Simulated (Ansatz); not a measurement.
`C=N/C([SiH3])=C\F` → `C=N/C(F)=C/[SiH3]`  (isomerisation)

Computed with Ansatz on PBE0-D4/def2-TZVP structures; ΔE is electronic, products minus reactants. CCSD(T)/CBS adds triple-zeta CCSD(T) − MP2 to the extrapolated MP2 energy (def2 sets, frozen cores). Double bonds are as drawn, so ΔE can hold a change between cis and trans. Functionals use def2-TZVPP. B3LYP here is the variant with VWN-RPA as its local correlation; programs differ in this. Each species was taken in one conformer, which may not be the lowest.

Question: Is it downhill or uphill in electronic energy at CCSD(T)/CBS, and by how much? (An estimate is asked.)

Answer: The calculation gave: Downhill: ΔE = -0.35 eV.

Question: What do these levels give: PBE-D4, B2PLYP, PBE, r2SCAN, PBE0, B3LYP, HF/def2-TZVPP, SCS-MP2/def2-TZVPP, MP2/def2-QZVPP, SCS-MP2/def2-QZVPP, MP2/CBS(def2), CCSD/CBS(def2)? (Best estimate.)

Answer: Computed: PBE-D4 -0.36, B2PLYP -0.38, PBE -0.38, r2SCAN -0.43, PBE0 -0.40, B3LYP -0.39, HF/def2-TZVPP -0.41, SCS-MP2/def2-TZVPP -0.34, MP2/def2-QZVPP -0.34, SCS-MP2/def2-QZVPP -0.33, MP2/CBS(def2) -0.34, CCSD/CBS(def2) -0.35 eV.

Largest T1 diagnostic among the species: 0.014.

The D4 term adds +0.03 eV with B3LYP and +0.02 eV with PBE0; it sums over pairs of atoms, weighted by their polarisabilities, and B3LYP, whose exchange is more repulsive, gets the larger term. In def2-TZVPP, CCSD(T) changes the Hartree–Fock value by +0.05 eV (the triples alone add −0.00 eV) and MP2 by +0.06 eV.
